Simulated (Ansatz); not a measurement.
`FC(F)=N[SiH3]` + `[OH][Ge][Cl]` → `[SiH3][O][Ge][Cl]` + `N=C(F)F` at 400 K and 1 bar (ligand exchange at the Si–N bond).

Calculated with Ansatz (gas phase, PBE0-D4/def2-TZVP geometries, no zero-point term in ΔE). CBS: MP2 limit from def2 TZ/QZ plus the TZ coupled-cluster correction, frozen cores. For Ge outer-core shells are correlated without core-valence functions, which leaves a few kJ/mol of doubt a bond. Scalar relativity is left out up to krypton. One conformer a species, not always the lowest.

```tsv
species	CCSD(T)/CBS energy (Eh)	H − E (kJ/mol)	S (J/(mol·K))
`FC(F)=N[SiH3]`	-583.21240	136.5	356.8
`[OH][Ge][Cl]`	-2611.73425	58.2	310.7
`[SiH3][O][Ge][Cl]`	-2902.05095	109.7	380.8
`N=C(F)F`	-292.91376	86.3	283.3
```

H − E and S are ideal-gas, rigid-rotor, harmonic terms from PBE0-D4/def2-TZVP, for one conformer and one mirror image of each species. 1 Eh = 2625.50 kJ/mol, R = 8.31446 J/(mol·K).

Problem. By hand: ΔE, ΔH, ΔS and ΔG.

Solution. ΔE = (-2902.05095) + (-292.91376) − (-583.21240) − (-2611.73425) = -0.01806 Eh = -47.4 kJ/mol. Δ(H − E) = 109.7 + 86.3 − 136.5 − 58.2 = 1.3, so ΔH = -46.1 kJ/mol. ΔS = 380.8 + 283.3 − 356.8 − 310.7 = -3.4 J/(mol·K). ΔG = -46.1 − 400 × (-3.4)/1000 = -44.7 kJ/mol.

Problem. By hand: the equilibrium constant, and the temperature at which ΔG would vanish if ΔH and ΔS stayed fixed.

Solution. log₁₀ K = −ΔG/(RT ln 10) = 5.8. ΔG = 0 at ΔH/ΔS = 13559 K, far beyond where these terms or the molecules hold.

The number of gas molecules stays the same, so ΔS is small and ΔH decides. A doubt of 5 kJ/mol in ΔE shifts log₁₀ K by 0.7 here. Other conformers and mirror images would add mixing entropy, several J/(mol·K) or more a flexible species. These are equilibria of isolated gas molecules and say nothing of rates. Largest T1 diagnostic: 0.014 (customary marks: 0.02 for closed shells, 0.045 for open ones).
